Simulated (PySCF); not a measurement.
Simulated characterisation data

One conformer, rapidly exchanging positions averaged, non-relativistic Hamiltonian, gas phase. Shieldings: GIAO PBE0/pcSseg-1; GFN2-xTB structure; PySCF.

Scale: TMS for 1H and 13C (reference shieldings calculated alike). Where no couplings were computed, multiplicities follow the n + 1 count of equivalent neighbours, and m marks all less simple cases (inequivalent or close neighbours, rings, F or P nearby). Shifts are as computed. Against solution values, carbons near 30 ppm lie about +3 ppm off and those near 130 ppm about +5 ppm. Of 1309 compounds with measured shifts, 239 miss one by over three times the rms of a fit or turn the order of signals round; such compounds aren't used in these exercises. OH and NH positions are gas-phase values without hydrogen bonding to other molecules.

**1.** `CN(C)[Si](O)(O)OC=O`, C₃H₉NO₄Si. 1H NMR (500 MHz, computed): δ 8.08 (s, 1H), 2.96 (br s, 2H), 2.66 (s, 6H). 13C{1H} NMR (computed): δ 165.9, 38.9.

**2.** SMILES C#CC[SiH2]/C=C(/C#N)OC, C₇H₉NOSi. 1H NMR (500 MHz, computed): δ 6.19 (t, 1H), 4.41 (m, 2H), 4.07 (s, 3H), 1.96 (m, 2H), 1.22 (t, 1H). 13C{1H} NMR (computed): δ 150.4, 124.4, 118.2, 85.5, 73.7, 58.6, 1.6.
